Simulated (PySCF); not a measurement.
AlCl3, SMILES [Al-]([Cl])([Cl])[Cl], charge -1, multiplicity 2. Atoms are numbered in the order given.

```xyz
4

Al     0.0000     0.0000    -0.6478
Cl     1.7943     1.0359     0.1651
Cl     0.0000    -2.0718     0.1651
Cl    -1.7943     1.0359     0.1651
```
Charge -1, spin multiplicity 2.

Geometry optimised at TPSSh-D3(BJ)/def2-SVPD.

Level of theory: IEF-PCM-PBE0/def2-SVPD (PySCF).

The values are the electrostatic part of the solvation free energy, E(continuum) − E(gas) at the gas-phase geometry, in a cavity of scaled van der Waals radii (PySCF's table); cavitation and dispersion terms are not included. A continuum can't describe solvent molecules that bind to the metal.

Computed values in water (ε = 78.36), dichloromethane (ε = 8.93), chloroform (ε = 4.71):
```
solvent              ε  ΔG(elec) (kcal/mol)
---------------  -----  -------------------
water            78.36                -47.1
dichloromethane   8.93                -42.2
chloroform        4.71                -37.3
```
